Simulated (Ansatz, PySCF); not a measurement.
C4H6OSi, SMILES O=C1CC=C[SiH2]1. Atoms are numbered in the order given.

```xyz
12

O     -1.8670     1.2144    -0.2507
C     -0.9199     0.4774    -0.1041
C     -1.0607    -1.0382     0.1159
C      0.2991    -1.6608     0.2596
C      1.4171    -0.9029     0.1902
Si     0.9927     0.8901    -0.0910
H     -1.6310    -1.4697    -0.7293
H     -1.6960    -1.2114     1.0060
H      0.3517    -2.7465     0.4219
H      2.4015    -1.3703     0.2969
H      1.4626     1.4669    -1.3862
H      1.3694     1.8213     1.0145
```
Charge 0, spin multiplicity 1.

Coordinates come from a r2SCAN-D4/def2-SVP optimisation. The structure was generated by enumeration, and PubChem lists no compound with its InChIKey, so it may never have been made. Other conformers were not sampled.

Two levels are set side by side: PBE-D3(BJ)/def2-SVP (Ansatz, a quantum-chemistry and plane-wave program) and r2SCAN-D4/def2-SVP (Ansatz). Each level has its own optimised geometry; the coordinates shown are those of the second. Frequencies come from the Hessian of PySCF at each geometry. Differences are taken from unrounded values.

| quantity | r2SCAN-D4 | PBE-D3(BJ) | PBE-D3(BJ) minus r2SCAN-D4 |
|---|---|---|---|
| mean bond length (Å) | 1.402 | 1.409 | 0.008 |
| bond O1–C2 (Å) | 1.209 | 1.216 | 0.007 |
| bond C2–C3 (Å) | 1.538 | 1.543 | 0.005 |
| bond C2–Si6 (Å) | 1.957 | 1.968 | 0.011 |
| bond C3–C4 (Å) | 1.502 | 1.507 | 0.004 |
| bond C4–C5 (Å) | 1.353 | 1.358 | 0.006 |
| bond C5–Si6 (Å) | 1.864 | 1.872 | 0.008 |
| bond C3–H7 (Å) | 1.107 | 1.114 | 0.007 |
| bond C3–H8 (Å) | 1.107 | 1.114 | 0.007 |
| bond C4–H9 (Å) | 1.099 | 1.106 | 0.007 |
| bond C5–H10 (Å) | 1.095 | 1.101 | 0.006 |
| bond Si6–H11 (Å) | 1.494 | 1.505 | 0.011 |
| bond Si6–H12 (Å) | 1.494 | 1.505 | 0.011 |
| highest harmonic wavenumber (cm⁻¹) | 3185 | 3123 | -62 |
| mean harmonic wavenumber (cm⁻¹) | 1249 | 1217 | -32 |
| zero-point energy (kcal/mol) | 53.56 | 52.18 | -1.39 |
